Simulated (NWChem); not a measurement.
Molecule: SiCl2, singlet; SMILES Cl[Si]Cl

Low-valent species are run as closed-shell singlets; no triplet was tried in these runs.

Q: Give the equilibrium geometry at PBE0-D3(BJ)/def2-TZVP (NWChem) as a Z-matrix, with the point group.

A: point group C2v; any orientation.
```
Si
Cl 1 2.0774
Cl 1 2.0774 2 101.32
```
